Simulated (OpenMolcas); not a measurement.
Ti2+: moving or changing the point charges

Ti2+ among 6 point charges of -1 e arranged as an octahedron (Oh), 2.12 Å from the ion.
```
   2.1200    0.0000    0.0000  -1.00
   0.0000    2.1200    0.0000  -1.00
  -2.1200    0.0000    0.0000  -1.00
   0.0000   -2.1200    0.0000  -1.00
   0.0000    0.0000    2.1200  -1.00
   0.0000    0.0000   -2.1200  -1.00
```

```
Program             : OpenMolcas
Method              : CASSCF
Basis               : ANO-RCC-VTZP [6s5p3d2f1g]
Scalar Hamiltonian  : DKH2, point nucleus
Active space        : 2 electrons in 5 orbitals (3d)
State averaging     : 2S+1 = 3 even, 10 roots; 2S+1 = 1 even, 15 roots
Spin-orbit coupling : state interaction with AMFI integrals over the reference wave functions
```

Runs around this geometry, states (labels of O, the rotations of Oh). Energies in cm-1 above the lowest state or level, χT in cm3 K/mol; under a threefold ground state the first gap can be a small split of the lowest multiplet, not the spin-orbit step; 10Dq and B are least-squares fits to the states below 45000 cm-1, weighted by degeneracy, with a free offset, and given where the rms deviation is under 5 % of |10Dq| (or 100 cm-1) and under 700 cm-1.

```tsv
R (Å)	q (e)	Ground state	First state of that spin	10Dq	B (rms of fit)	First gap with spin-orbit (degeneracies)	χT at 300 K	First state of another spin
2.12	-0.65	3T1	3T2 2340	2939	885 (79)	12.5 (2, 3)	1.172	1T2 11692
2.03	-1	3T1	3T2 4574	5839	860 (205)	6.4 (2, 3)	1.154	1T2 11589
2.12	-1	3T1	3T2 3696	4712	872 (151)	8.0 (2, 3)	1.157	1T2 11684
2.3	-1	3T1	3T2 2475	3139	885 (91)	11.9 (2, 3)	1.169	1T2 11697
```

Taking |10Dq| as R^-n, n = -ln(3139 / 5839) / ln(2.3 / 2.03) = 5.0 between the shortest and longest distance. The point-charge formula for a cubic d site gives n = 5.

Scaling the charges by -0.65 / -1 = 0.65 scales |10Dq| by 2939 / 4712 = 0.62; with fixed orbitals a first-order splitting would follow the charge.

An orbital triplet at a regular site is open to Jahn-Teller coupling, which can distort the site and quench the lowest spin-orbit gaps and is left out. Without dynamic correlation the repulsion within the d shell is too large (B by tens of per cent), so at a given field states of lower spin stand too high. This is an electrostatic model: the charges have no orbitals. No measured value stands beside these numbers.
